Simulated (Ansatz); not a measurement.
Be13O13. Total charge 0; singlet. Geometry PBE-D4/def2-SVP, basis def2-TZVP, Ansatz.

```
atom    x (Å)    y (Å)    z (Å)
  O1  -0.6210  -2.5746  -1.5236
  O2   1.6464  -0.9979  -1.1385
  O3   0.9723  -3.1480   0.6009
  O4   0.5333  -1.1201   2.4743
  O5   1.6072   0.8900   0.9094
  O6   2.6814  -1.5998   1.3820
  O7  -0.8696  -0.2539  -2.0600
  O8  -1.3477  -1.5270   0.5518
  O9  -0.3390   2.9013   0.5539
 O10   0.9419   1.6454  -1.5586
 O11  -1.2530   2.5685  -2.0211
 O12  -1.0048   0.9373   1.8001
 O13  -3.0147   2.2509   0.1602
Be14  -0.3910  -2.7565   0.0153
Be15   2.0457  -2.0308  -0.0046
Be16   0.3255  -1.3782  -1.9224
Be17   1.5993   0.5501  -0.6596
Be18   1.8085  -0.3586   1.7955
Be19   1.3146  -2.3529   1.9038
Be20  -0.7914  -0.6111   1.7278
Be21  -0.0004   2.7692  -0.9324
Be22   0.3125   1.6705   1.2755
Be23  -1.4870  -1.2750  -1.0065
Be24  -2.4468   2.5407  -1.1237
Be25  -0.4516   1.1982  -2.2043
Be26  -1.7705   2.0623   1.0048
```

```
run  HOMO (eV)  LUMO (eV)
  A      -6.64      -1.99
  B      -6.91      -1.52
  C      -8.13      -1.22
  D      -7.49      -1.28
  E      -6.52      -1.87
  F      -7.72      -1.57
```

HSE06 is defined as in plane-wave codes, on full-range PBE exchange. Single mean-field runs in def2-TZVP are fitted with def2-universal-jkfit.

Question: The runs used HSE06, PBE, PBE0, r2SCAN, r2SCANh, revPBE. Estimate which is which.

Answer: A PBE (0 % exact exchange); B r2SCAN (0 % exact exchange); C PBE0 (25 % exact exchange); D r2SCANh (10 % exact exchange); E revPBE (0 % exact exchange); F HSE06 (range-separated). Exact exchange lowers occupied and raises empty levels; among semilocal functionals meta-GGAs tend to open the gap a little, and such runs are hard to tell apart. The gap grows from 4.64 eV (PBE) to 6.91 eV (PBE0).
